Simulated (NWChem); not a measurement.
System: C₂H₅NOSi; SMILES O[Si@@H]1C=NC1

Input file for NWChem:

```
start job
memory heap 200 mb stack 900 mb global 1100 mb
geometry units angstroms noautosym nocenter noautoz
  O      0.000215    -2.054341     0.450307
  Si     0.022806    -0.574981    -0.348998
  C      1.105802     0.927388     0.067494
  N      0.116257     1.770400     0.104245
  C     -1.115177     0.927412     0.035883
  H     -0.005812    -2.004891     1.422323
  H      0.079909    -0.970320    -1.797232
  H      2.153775     1.279523     0.144735
  H     -1.840610     1.300372    -0.717949
  H     -1.630130     0.933125     1.019626
end
basis spherical
  * library 6-31g*
end
dft
  xc m05-2x
  iterations 150
end
cosmo
  do_cosmo_smd true
  solvent dmf
end
task dft energy
```

Parts of the log:

```
             Northwest Computational Chemistry Package (NWChem) 7.3.0
             --------------------------------------------------------

                             Geometry "geometry" -> ""
                             -------------------------

 Output coordinates in angstroms (scale by  1.889725989 to convert to a.u.)

  No.       Tag          Charge          X              Y              Z
 ---- ---------------- ---------- -------------- -------------- --------------
    1 O                    8.0000     0.00021500    -2.05434100     0.45030700
    2 Si                  14.0000     0.02280600    -0.57498100    -0.34899800
    3 C                    6.0000     1.10580200     0.92738800     0.06749400
    4 N                    7.0000     0.11625700     1.77040000     0.10424500
    5 C                    6.0000    -1.11517700     0.92741200     0.03588300
    6 H                    1.0000    -0.00581200    -2.00489100     1.42232300
    7 H                    1.0000     0.07990900    -0.97032000    -1.79723200
    8 H                    1.0000     2.15377500     1.27952300     0.14473500
    9 H                    1.0000    -1.84061000     1.30037200    -0.71794900
   10 H                    1.0000    -1.63013000     0.93312500     1.01962600

 Effective nuclear repulsion energy (a.u.)     217.8791849657

                                 NWChem DFT Module
                                 -----------------

 Summary of "ao basis" -> "ao basis" (spherical)
 ------------------------------------------------------------------------------
       Tag                 Description            Shells   Functions and Types
 ---------------- ------------------------------  ------  ---------------------
 O                           6-31g*                  6       14   3s2p1d
 Si                          6-31g*                  8       18   4s3p1d
 C                           6-31g*                  6       14   3s2p1d
 N                           6-31g*                  6       14   3s2p1d
 H                           6-31g*                  2        2   2s

 in cosmo_initialize ...
 calling solv_data for solv:dmf

 solvent parameters
 solvname_short: dmf
 solvname_long:  N,N-dimethylformamide
 dielec:       37.2190
 dielecinf:     2.0463
 nonaqueous SMD model solvent descriptors
 dielec:       37.2190
 sola:          0.0000
 solb:          0.7400
 solc:          0.0000
 solg:         49.5600
 solh:          0.0000
 soln:          1.4305

          ---------------
          -cosmo- solvent
          ---------------
 Cosmo: York-Karplus, doi: 10.1021/jp992097l
 dielectric constant -eps-     =  37.22
 screen = (eps-1)/(eps    )    =   0.97313
 surface charge correction     = lagrangian

   van der Waals surface
 --------------------------

[...]

                                COSMO-SMD solvation results
                                ---------------------------

             internal energy in gas <Psi(g)|H|Psi(g)> =      -498.608476491533
         internal energy in solvent <Psi(s)|H|Psi(s)> =      -498.607097433720
                               delta internal energy  =         0.001379057813 (    0.87 kcal/mol)
   total free energy in solvent <Psi(s)|H+V/2|Psi(s)> =      -498.618922879767
 polarization energy contribution <Psi(s)|V/2|Psi(s)> =        -0.011825446047 (   -7.42 kcal/mol)
    total free energy in solvent including G(SMD-CDS) =      -498.617575952339
                       G(SMD-CDS) energy contribution =         0.001346927428 (    0.85 kcal/mol)
     1 M fixed-concentration free energy of solvation =        -0.009099460806 (   -5.71 kcal/mol)

                       DFT Final Molecular Orbital Analysis
                       ------------------------------------

 Vector   21  Occ=2.000000D+00  E=-3.675802D-01
              MO Center=  7.3D-02,  1.2D+00,  6.5D-02, r^2= 2.3D+00
   Bfn.  Coefficient  Atom+Function         Bfn.  Coefficient  Atom+Function
  ----- ------------  ---------------      ----- ------------  ---------------
    51      0.370812   4 N  pz               37      0.341291   3 C  pz
    55      0.271286   4 N  pz               41      0.244388   3 C  pz
    65     -0.211353   5 C  pz               84     -0.152906  10 H  s
    83     -0.150968  10 H  s                82      0.138241   9 H  s
    81      0.122673   9 H  s                69     -0.108492   5 C  pz

 Vector   22  Occ=2.000000D+00  E=-3.513948D-01
              MO Center= -1.4D-01,  2.0D-01,  5.4D-03, r^2= 3.1D+00
   Bfn.  Coefficient  Atom+Function         Bfn.  Coefficient  Atom+Function
  ----- ------------  ---------------      ----- ------------  ---------------
    64     -0.272909   5 C  py               21     -0.270838   2 Si px
     3      0.258491   1 O  px               36      0.230679   3 C  py
    63      0.221775   5 C  px                7      0.215629   1 O  px
    68     -0.205908   5 C  py               38     -0.200747   3 C  s
    66      0.192388   5 C  s                35      0.163371   3 C  px

 Vector   23  Occ=2.000000D+00  E=-3.024696D-01
              MO Center=  1.2D-01,  9.6D-01, -2.7D-02, r^2= 3.1D+00
   Bfn.  Coefficient  Atom+Function         Bfn.  Coefficient  Atom+Function
  ----- ------------  ---------------      ----- ------------  ---------------
    50      0.438730   4 N  py               54      0.356795   4 N  py
    36     -0.220126   3 C  py               64     -0.216212   5 C  py
    52      0.214596   4 N  s                22      0.208085   2 Si py
    24      0.194663   2 Si s                78     -0.193165   7 H  s
     4     -0.161554   1 O  py               20      0.158218   2 Si s

 Vector   24  Occ=0.000000D+00  E= 1.459361D-02
              MO Center=  4.9D-01,  8.5D-01,  7.6D-02, r^2= 2.8D+00
   Bfn.  Coefficient  Atom+Function         Bfn.  Coefficient  Atom+Function
  ----- ------------  ---------------      ----- ------------  ---------------
    55      0.501517   4 N  pz               41     -0.447113   3 C  pz
    51      0.419674   4 N  pz               27     -0.355296   2 Si pz
    37     -0.334925   3 C  pz               78     -0.282485   7 H  s
     6      0.247919   1 O  s                26      0.185947   2 Si py
    84     -0.126256  10 H  s                23     -0.124690   2 Si pz

 Vector   25  Occ=0.000000D+00  E= 8.908299D-02
              MO Center=  4.4D-01, -7.3D-01, -2.6D-01, r^2= 4.2D+00
   Bfn.  Coefficient  Atom+Function         Bfn.  Coefficient  Atom+Function
  ----- ------------  ---------------      ----- ------------  ---------------
    25      0.902281   2 Si px               66      0.635021   5 C  s
    38     -0.559589   3 C  s                26     -0.432639   2 Si py
     6     -0.424275   1 O  s                21      0.287284   2 Si px
    27      0.259618   2 Si pz                7     -0.223495   1 O  px
    40      0.223769   3 C  py               24      0.211643   2 Si s

 Vector   26  Occ=0.000000D+00  E= 9.557118D-02
              MO Center= -4.4D-01, -8.0D-01, -4.2D-02, r^2= 4.5D+00
   Bfn.  Coefficient  Atom+Function         Bfn.  Coefficient  Atom+Function
  ----- ------------  ---------------      ----- ------------  ---------------
     6      0.712792   1 O  s                26      0.690201   2 Si py
    25      0.556336   2 Si px               24     -0.527208   2 Si s
    66      0.353649   5 C  s                41      0.309488   3 C  pz
    76     -0.299260   6 H  s                38     -0.292592   3 C  s
    52     -0.268725   4 N  s                78      0.267410   7 H  s

     Multipole analysis of the density
     ---------------------------------

     L   x y z        total         alpha         beta         nuclear
     -   - - -        -----         -----         ----         -------
     0   0 0 0     -0.000000    -23.000000    -23.000000     46.000000

     1   1 0 0     -0.044616      0.132947      0.132947     -0.310510
     1   0 1 0     -0.523061      0.140086      0.140086     -0.803234
     1   0 0 1      0.629368      0.184327      0.184327      0.260714

     2   2 0 0    -24.270112    -57.828134    -57.828134     91.386155
     2   1 1 0     -0.172084     -0.044323     -0.044323     -0.083438
     2   1 0 1      0.001774     -0.001042     -0.001042      0.003858
     2   0 2 0    -35.079822   -160.046838   -160.046838    285.013854
     2   0 1 1     -2.663347      5.147842      5.147842    -12.959031
     2   0 0 2    -24.447734    -30.557023    -30.557023     36.666312
```

Level: M05-2X/6-31G* (spherical d), SMD on the gas-phase geometry. Structure relaxed at the PBE-D3(BJ)/def2-SVP level. Solvent: N,N-dimethylformamide.
